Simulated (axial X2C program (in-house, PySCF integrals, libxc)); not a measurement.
**Which molecule gave these maps?**

PBE0 fields computed with an in-house relativistic program for diatomic molecules, two-component, near the equilibrium distance, one atom at z = 0.

The maps cover the half plane through the axis: z from -2.4 to 4.2 Å along the bond, ρ from 0.15 to 2.25 Å away from it.

log10 of the density in e/bohr³:

```
 ρ\z  -2.4  -1.8  -1.2  -0.6   0.0   0.6   1.2   1.8   2.4   3.0   3.6   4.2
0.15  -3.8  -2.6  -1.5  -0.5   1.4  -0.5  -0.9   0.4   1.0  -0.9  -1.9  -2.9
0.45  -3.8  -2.7  -1.6  -0.7   0.1  -0.7  -1.1  -0.4   0.0  -1.1  -2.0  -3.0
0.75  -4.0  -2.9  -1.8  -1.0  -0.7  -1.0  -1.3  -1.0  -0.9  -1.4  -2.2  -3.2
1.05  -4.1  -3.1  -2.2  -1.4  -1.1  -1.3  -1.6  -1.4  -1.3  -1.7  -2.4  -3.4
1.35  -4.3  -3.4  -2.5  -1.9  -1.6  -1.8  -2.0  -1.9  -1.8  -2.1  -2.8  -3.6
1.65  -4.6  -3.7  -2.9  -2.4  -2.1  -2.2  -2.4  -2.3  -2.3  -2.5  -3.1  -3.9
1.95  -4.8  -4.1  -3.4  -2.9  -2.7  -2.7  -2.9  -2.8  -2.7  -3.0  -3.5  -4.3
2.25  -5.2  -4.4  -3.8  -3.4  -3.2  -3.3  -3.3  -3.2  -3.2  -3.5  -4.0  -4.6
```

Electron localisation function (collinear form, no current term, damped to 0 at low density):

```
 ρ\z  -2.4  -1.8  -1.2  -0.6   0.0   0.6   1.2   1.8   2.4   3.0   3.6   4.2
0.15  0.00  0.19  0.72  0.22  0.25  0.17  0.60  0.66  0.73  0.40  0.77  0.20
0.45  0.00  0.17  0.70  0.50  0.39  0.42  0.60  0.23  0.43  0.59  0.75  0.17
0.75  0.00  0.12  0.64  0.82  0.51  0.73  0.55  0.28  0.28  0.79  0.69  0.12
1.05  0.00  0.07  0.52  0.83  0.84  0.73  0.43  0.56  0.73  0.84  0.57  0.06
1.35  0.00  0.03  0.35  0.70  0.77  0.59  0.28  0.53  0.79  0.77  0.39  0.02
1.65  0.00  0.01  0.17  0.48  0.57  0.36  0.14  0.35  0.63  0.56  0.18  0.00
1.95  0.00  0.00  0.05  0.23  0.30  0.15  0.06  0.17  0.35  0.27  0.04  0.00
2.25  0.00  0.00  0.01  0.05  0.09  0.04  0.02  0.06  0.11  0.06  0.00  0.00
```

Axial spin density in 10⁻³ e/bohr³:

```
 ρ\z  -2.4  -1.8  -1.2  -0.6   0.0  0.6   1.2    1.8    2.4   3.0   3.6   4.2
0.15   0.0   0.1   0.5   1.4  -6.1  1.9  -0.1    0.5   -4.6   2.1   0.6   0.1
0.45   0.0   0.0   0.2  -0.9  -1.1  2.0  -1.7   -9.2   -4.4  -2.8   0.0   0.0
0.75   0.0   0.0  -0.1  -1.9  -3.2  1.4  -2.5  -17.5  -21.3  -5.8  -0.5   0.0
1.05   0.0   0.0  -0.2  -1.2  -1.4  0.8  -1.9  -11.9  -15.0  -4.7  -0.6  -0.1
1.35   0.0   0.0  -0.1  -0.5  -0.4  0.3  -1.1   -5.5   -6.9  -2.6  -0.5  -0.1
1.65   0.0   0.0  -0.1  -0.2  -0.1  0.1  -0.5   -2.2   -2.7  -1.2  -0.3   0.0
1.95   0.0   0.0   0.0  -0.1   0.0  0.0  -0.2   -0.8   -1.0  -0.5  -0.1   0.0
2.25   0.0   0.0   0.0   0.0   0.0  0.0  -0.1   -0.3   -0.3  -0.2  -0.1   0.0
```

Which molecule is it?
A. GaC
B. AsN
C. AsBr⁺
D. GeF⁺

C. AsBr⁺, with Br at z = 0 and As at z = 2.186 Å, state Ω = 1/2 (⟨Sz⟩ = -0.50, ⟨Lz⟩ = 1.00 at PBE0), basis Br dyall-cv3z [8s9p6d4f1g], As dyall-cv3z [9s9p6d4f1g] (cores contracted in-house). The state is a single determinant with fixed occupations, the lowest that a limited PBE0 search found. Density functionals use the spin component along the axis (collinear). Without a current term, density functionals place determinants with orbital angular momentum somewhat too high. The determinant is spin-polarised beyond a pure state at some levels (its spin-free form has ⟨S²⟩ too high), which makes Re and μ there less reliable.
